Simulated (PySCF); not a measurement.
Mapped SMILES: `[CH3:1][O:2][C:3](=[O:4])[c:5]1[cH:6][cH:7][cH:8][cH:9][cH:10]1`; H(Xn) means a hydrogen on atom n.

- σ from GIAO-PBE0/pcSseg-1
- geometry: GFN2-xTB
- program: PySCF 2.14
- isolated molecule, one computed conformer, non-relativistic, averaged over atoms made equivalent by symmetry, fast rotation or ring inversion

Scale: TMS for 13C (reference shieldings calculated alike).

**Question.** Do the 13C shifts follow the atomic charges (in e)? Tabulate both.

**Answer.** 
```
 atoms  hybridisation  δ (ppm)  σ para (ppm)  Hirshfeld    IAO  Mulliken  ESP-fitted
    C3            sp2    173.2          -237      +0.20  +0.51     +0.64       +0.76
    C8            sp2    138.9          -206      -0.04  -0.14     -0.06       -0.15
C6/C10            sp2    136.8          -198      -0.04  -0.13     +0.05       -0.09
    C5            sp2    134.8          -208      -0.02  -0.06     -0.43       -0.21
 C7/C9            sp2    133.5          -201      -0.05  -0.15     -0.07       -0.11
    C1            sp3     54.0          -108      -0.04  -0.21     -0.02       -0.30
```

Correlation coefficients of δ with charge over these carbons: Hirshfeld +0.55, IAO +0.66, Mulliken +0.39, ESP-fitted +0.68; with the paramagnetic shielding -0.99. Among the 5 sp2 carbons alone: Hirshfeld +0.99, IAO +0.98, Mulliken +0.90, ESP-fitted +0.99. With so few points, grouped by hybridisation, these coefficients are fragile. Charge is one influence among several: hybridisation and low-lying excitations act through the paramagnetic term.

Shifts are as computed. Against solution values, carbons near 30 ppm lie about +3 ppm off and those near 130 ppm about +5 ppm. Of 1211 compounds with measured shifts, 218 miss one by over three times the rms of a fit or turn the order of signals round; such compounds aren't used in these exercises.
